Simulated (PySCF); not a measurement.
# Computed properties of B(H)2(iPr) (C₃H₉B), SMILES BC(C)C

B(H)2(iPr) (C3H9B), SMILES BC(C)C. Geometry: ωB97X-D3(BJ)/def2-SVP. The structure was generated by enumeration, and PubChem lists no compound with its InChIKey, so it may never have been made. The values are those of a single conformer. All values are computed for the isolated molecule unless a solvent is named; none is compared with measurement here.

**Structure.** The optimised structure has Cs symmetry. All 33 harmonic modes at ωB97X-D3(BJ)/def2-SVP (PySCF) are real, so it is a minimum. With heavy atoms numbered as in [BH2:1][CH:4]([CH3:5])[CH3:6], the shortest bond between them is C4–C5 at 1.534 Å and the longest B1–C4 at 1.562 Å.

**Vibrations.** The strongest infrared lines (harmonic, unscaled, degenerate partners summed) lie at 2652 cm⁻¹ (156 km/mol, H 88 %, B 12 %), 2564 cm⁻¹ (117 km/mol, H 95 %), 3138 cm⁻¹ (50 km/mol, H 91 %, C 9 %). The softest mode is at 213 cm⁻¹ and the zero-point energy is 71.4 kcal/mol.

**Electronic structure.** CAM-B3LYP/def2-TZVP (PySCF) places the frontier levels at -9.77 and -0.20 eV, a gap of 9.57 eV, and gives a dipole moment of 0.61 D and a mean polarisability of 52.3 bohr³. PBE/def2-TZVP (PySCF) at the same geometry gives -7.01 and -2.29 eV, so its gap is 4.85 eV narrower. An orbital gap is neither the optical nor the fundamental gap.

**Excitations.** TDDFT-ωB97X/def2-SVPD (PySCF) has S1 at 5.74 eV (216 nm, f = 0.004, weak); the most intense of the 10 singlets computed lies at 9.22 eV (f = 0.12). T1 (TDA) is at 5.24 eV. TDDFT-PBE/def2-SVPD (PySCF) puts S1 at 4.92 eV. No vertical singlet excitation falls in the visible range (under 3.1 eV).

**NMR.** GIAO shifts at PBE0/pcSseg-1 (PySCF) (non-relativistic, atoms alike by connectivity averaged): ¹³C from 24.0 to 44.2 ppm against TMS; ¹H from 0.8 to 7.9 ppm against TMS; ¹¹B at 77.7 ppm against BF3.
